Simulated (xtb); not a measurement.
triethylamine (C6H15N), singlet, at a GFN2-xTB geometry; GFN1-xTB with ALPB(methanol) run with xtb.

The xtb input:
```
$ xtb mol.xyz --gfn 1 --alpb methanol --json

# file mol.xyz
22

C     -1.65734729     1.96293200    -0.08726551
C     -0.58248885     1.15358805    -0.80450976
N      0.23592547     0.36494374     0.10301469
C     -0.50408012    -0.59603970     0.90204749
C     -1.19431138    -1.73832383     0.14501123
C      1.39296132    -0.18535539    -0.58531764
C      2.41612174    -0.79803091     0.36471871
H     -1.22489425     2.47232377     0.76976579
H     -2.06324031     2.70711693    -0.76848101
H     -2.47666120     1.33453075     0.25169408
H     -1.04989212     0.53526331    -1.59167111
H      0.09442522     1.85333510    -1.30480418
H      0.19226591    -1.01977462     1.62811825
H     -1.25382218    -0.03962832     1.46766311
H     -0.47019606    -2.34008150    -0.39900618
H     -1.92648327    -1.35302233    -0.56059299
H     -1.70911395    -2.38175945     0.85417407
H      1.10990088    -0.92862616    -1.35202467
H      1.86994548     0.64990246    -1.10779590
H      2.08029684    -1.75413693     0.75732531
H      3.35000295    -0.96193364    -0.16783802
H      2.60085512    -0.12073685     1.19426353
```

What the program printed (banner, timings and long lists left out):

```
   ID    Z sym.   atoms
    1    6 C      1, 2, 4-7
    2    7 N      3
    3    1 H      8-22

           -------------------------------------------------
          |                Calculation Setup                |
           -------------------------------------------------

           -------------------------------------------------
          |                 G F N 1 - x T B                 |
           -------------------------------------------------

      * Solvation model:               ALPB
        Solvent                        methanol
        Parameter file                 internal GFN1-xTB/ALPB
        Dielectric constant                3.2700E+01
        Reference state                gsolv [1 M gas/solution]
        Free energy shift                  4.3754E-03 Eh       2.7456E+00 kcal/mol
        Temperature                        2.9815E+02 K
        Density                            7.9200E-01 kg/L
        Solvent mass                       3.2040E+01 g/mol
        Interaction kernel             P16
        Born radius scaling (c1)           1.7266E+00
        Born radii integrator          GBOBC
        Born offset                        0.0000E+00 a0       0.0000E+00 AA
        H-bond correction              true
        Ion screening                  false
        Surface tension                    1.0000E-05 Eh       1.5569E+01 dyn/cm
        Grid points                               230 per atom

          ...................................................
          :                      SETUP                      :
          :.................................................:
          :  # basis functions                  58          :
          :  # atomic orbitals                  58          :
          :  # shells                           44          :
          :  # electrons                        44          :
          :  # halogen bonds                     0          :
          :  max. iterations                   250          :
          :  Hamiltonian                  GFN1-xTB          :
          :  restarted?                      false          :
          :  GBSA solvation                   true          :
          :  PC potential                    false          :
          :  electronic temp.          300.0000000     K    :
          :  accuracy                    1.0000000          :
          :  -> integral cutoff          0.2500000E+02      :
          :  -> integral neglect         0.1000000E-07      :
          :  -> SCF convergence          0.1000000E-05 Eh   :
          :  -> wf. convergence          0.2000000E-04 e    :
          :  Broyden damping             0.4000000          :
          :  net charge                          0          :
          :  unpaired electrons                  0          :
          ...................................................

 iter      E             dE          RMSdq      gap      omega  full diag
   1    -24.2456982 -0.242457E+02  0.758E+00    6.00       0.0  T
   2    -24.2807277 -0.350294E-01  0.461E+00    6.51       1.0  T
   3    -24.2815089 -0.781269E-03  0.517E-01    6.70       1.0  T
   4    -24.2829711 -0.146214E-02  0.542E-02    6.62       1.0  T
   5    -24.2829926 -0.214831E-04  0.114E-02    6.62       1.9  T
   6    -24.2829937 -0.115450E-05  0.858E-04    6.62      24.9  T
   7    -24.2829937 -0.335213E-08  0.121E-04    6.62     176.9  T
   8    -24.2829937 -0.124757E-09  0.264E-05    6.62     807.9  T

   *** convergence criteria satisfied after 8 iterations ***

         :::::::::::::::::::::::::::::::::::::::::::::::::::::
         ::                     SUMMARY                     ::
         :::::::::::::::::::::::::::::::::::::::::::::::::::::
         :: total energy             -23.977017560544 Eh    ::
         :: total w/o Gsasa/hb       -23.971867883631 Eh    ::
         :: gradient norm              0.023833303498 Eh/a0 ::
         :: HOMO-LUMO gap              6.620136731162 eV    ::
         ::.................................................::
         :: SCC energy               -24.282993719847 Eh    ::
         :: -> electrostatic           0.016465524104 Eh    ::
         :: -> Gsolv                  -0.006004746469 Eh    ::
         ::    -> Gelec               -0.000855069555 Eh    ::
         ::    -> Gsasa               -0.008457838770 Eh    ::
         ::    -> Ghb                 -0.001067229516 Eh    ::
         ::    -> Gshift               0.004375391373 Eh    ::
         :: repulsion energy           0.315019240798 Eh    ::
         :: dispersion energy         -0.009043081495 Eh    ::
         :: halogen bond corr.         0.000000000000 Eh    ::
         :: add. restraining           0.000000000000 Eh    ::
         :: total charge               0.000000000000 e     ::
         :::::::::::::::::::::::::::::::::::::::::::::::::::::

           -------------------------------------------------
          |                Property Printout                |
           -------------------------------------------------

    * Orbital Energies and Occupations

         #    Occupation            Energy/Eh            Energy/eV
      -------------------------------------------------------------
         1        2.0000           -0.7505279             -20.4229
       ...           ...                  ...                  ...
        10        2.0000           -0.5423603             -14.7584
        11        2.0000           -0.5270435             -14.3416
        12        2.0000           -0.5208924             -14.1742
        13        2.0000           -0.5203971             -14.1607
        14        2.0000           -0.5111959             -13.9103
        15        2.0000           -0.4974953             -13.5375
        16        2.0000           -0.4903145             -13.3421
        17        2.0000           -0.4898486             -13.3295
        18        2.0000           -0.4790626             -13.0360
        19        2.0000           -0.4738417             -12.8939
        20        2.0000           -0.4628748             -12.5955
        21        2.0000           -0.4614310             -12.5562
        22        2.0000           -0.3768993             -10.2560 (HOMO)
        23                         -0.1336137              -3.6358 (LUMO)
        24                         -0.1230600              -3.3486
        25                         -0.1228419              -3.3427
        26                         -0.1076567              -2.9295
        27                         -0.0890295              -2.4226
        28                         -0.0888570              -2.4179
        29                         -0.0829464              -2.2571
        30                         -0.0791744              -2.1544
        31                         -0.0552175              -1.5025
        32                         -0.0540359              -1.4704
        33                         -0.0442899              -1.2052
       ...                                ...                  ...
        58                          0.4955280              13.4840
      -------------------------------------------------------------
                  HL-Gap            0.2432855 Eh            6.6201 eV
             Fermi-level           -0.2552565 Eh           -6.9459 eV

  Mulliken/CM5 charges         n(s)   n(p)   n(d)
     1C    -0.09631 -0.24482   1.008  3.088  0.000
     2C     0.09393  0.04260   1.005  2.901  0.000
     3N    -0.36081 -0.63597   1.479  3.882  0.000
     4C     0.08904  0.03690   1.003  2.908  0.000
     5C    -0.10633 -0.25535   1.009  3.097  0.000
     6C     0.09394  0.04261   1.005  2.901  0.000
     7C    -0.09632 -0.24483   1.008  3.088  0.000
     8H     0.03180  0.08694   0.968  0.000  0.000
     9H     0.03263  0.08476   0.967  0.000  0.000
    10H     0.03121  0.08525   0.969  0.000  0.000
    11H     0.01139  0.07434   0.989  0.000  0.000
    12H     0.01840  0.08475   0.982  0.000  0.000
    13H     0.01826  0.08540   0.982  0.000  0.000
    14H     0.01826  0.08540   0.982  0.000  0.000
    15H     0.03130  0.08553   0.969  0.000  0.000
    16H     0.03131  0.08554   0.969  0.000  0.000
    17H     0.03284  0.08491   0.967  0.000  0.000
    18H     0.01139  0.07434   0.989  0.000  0.000
    19H     0.01840  0.08475   0.982  0.000  0.000
    20H     0.03122  0.08525   0.969  0.000  0.000
    21H     0.03263  0.08476   0.967  0.000  0.000
    22H     0.03179  0.08694   0.968  0.000  0.000

Wiberg/Mayer (AO) data.
largest (>0.10) Wiberg bond orders for each atom

 ---------------------------------------------------------------------------
     #   Z sym  total        # sym  WBO       # sym  WBO       # sym  WBO
 ---------------------------------------------------------------------------
     1   6 C    3.997 --     2 C    1.014     8 H    0.988     9 H    0.986
                            10 H    0.985
     2   6 C    3.977 --     1 C    1.014    12 H    0.978    11 H    0.972
                             3 N    0.971
     3   7 N    3.036 --     4 C    0.978     6 C    0.971     2 C    0.971
     4   6 C    3.976 --     5 C    1.002     3 N    0.978    13 H    0.977
                            14 H    0.977
     5   6 C    3.996 --     4 C    1.002    17 H    0.986    15 H    0.986
                            16 H    0.986
     6   6 C    3.977 --     7 C    1.014    19 H    0.978    18 H    0.972
                             3 N    0.971
     7   6 C    3.997 --     6 C    1.014    22 H    0.988    21 H    0.986
                            20 H    0.985
     8   1 H    1.006 --     1 C    0.988
     9   1 H    1.005 --     1 C    0.986
    10   1 H    1.006 --     1 C    0.985
    11   1 H    1.005 --     2 C    0.972
    12   1 H    1.016 --     2 C    0.978
    13   1 H    1.014 --     4 C    0.977
    14   1 H    1.014 --     4 C    0.977
    15   1 H    1.004 --     5 C    0.986
    16   1 H    1.004 --     5 C    0.986
    17   1 H    1.005 --     5 C    0.986
    18   1 H    1.005 --     6 C    0.972
    19   1 H    1.016 --     6 C    0.978
    20   1 H    1.006 --     7 C    0.985
    21   1 H    1.005 --     7 C    0.986
    22   1 H    1.006 --     7 C    0.988
 ---------------------------------------------------------------------------

Topologies differ in total number of bonds
Writing topology from bond orders to xtbtopo.mol

 dipole moment from electron density (au)
     X       Y       Z
  -0.1570  -0.2890  -0.3502  total (Debye):    1.221

           -------------------------------------------------
          | TOTAL ENERGY              -23.977017560544 Eh   |
          | GRADIENT NORM               0.023833303498 Eh/α |
          | HOMO-LUMO GAP               6.620136731162 eV   |
           -------------------------------------------------

normal termination of xtb
```
